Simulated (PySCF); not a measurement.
## Peak assignment

Geometry:
```tsv
atom	x (Å)	y (Å)	z (Å)
C1	-2.066	-0.062	0.695
C2	-0.692	-0.122	0.018
C3	-0.694	-1.243	-1.020
C4	-0.435	1.196	-0.623
N5	0.340	1.962	0.003
Si6	0.702	-0.265	1.328
O7	2.274	-0.190	0.777
C8	2.796	-0.027	-0.404
O9	2.223	0.009	-1.452
H10	-2.851	0.095	-0.044
H11	-2.101	0.748	1.419
H12	-2.263	-0.996	1.214
H13	-1.505	-1.101	-1.735
H14	-0.831	-2.207	-0.535
H15	0.246	-1.255	-1.566
H16	-0.928	1.430	-1.572
H17	0.525	2.875	-0.406
H18	0.690	0.735	2.379
H19	0.665	-1.639	1.849
H20	3.898	0.067	-0.327
```

All values are calculated (PySCF): structure optimised with GFN2-xTB, σ from GIAO-PBE0/pcSseg-1. Equivalent nuclei averaged, in vacuum, no relativistic terms, single conformer.

δ = σ(ref) − σ, references computed at the same level: 13C (σref 186.93) and 1H (σref 31.72) vs TMS.

Q: Assign these signals to the numbered atoms. 13C{1H} NMR (computed): δ 190.9 (CH), 163.3 (CH), 42.1 (C), 22.3 (CH3).

A: 
```tsv
δ (ppm)	atoms	environment	reason
190.9	C4	carbon bonded to C, N, H	–
163.3	C8	carbon bonded to 2 O, H	–
42.1	C2	carbon bonded to 3 C, Si	–
22.3	C1/C3	carbon bonded to C, 3 H	–
```

Q: Assign these signals to the numbered atoms. 1H NMR (400 MHz, computed): δ 10.24 (br s, 1H), 8.29 (s, 1H), 8.01 (s, 1H), 5.07 (s, 2H), 1.35 (s, 6H).

A: 
10.24 → H17, hydrogen on a nitrogen bonded to C
8.29 → H16, hydrogen on a carbon bonded to C, N
8.01 → H20, hydrogen on a carbon bonded to 2 O
5.07 → H18/H19, hydrogen on a silicon bonded to C, O
1.35 → H10/H11/H12/H13/H14/H15, hydrogen on a carbon bonded to C

OH/NH shifts are gas-phase values; hydrogen bonding in solution moves them, usually downfield. Shifts are as computed. Against solution values, carbons near 30 ppm lie about +3 ppm off and those near 130 ppm about +5 ppm. Of 1211 compounds with measured shifts, 218 miss one by over three times the rms of a fit or turn the order of signals round; such compounds aren't used in these exercises. Multiplicities follow the n + 1 count of equivalent neighbours, as no J values were calculated; m marks all less simple cases, F and P coupling included.
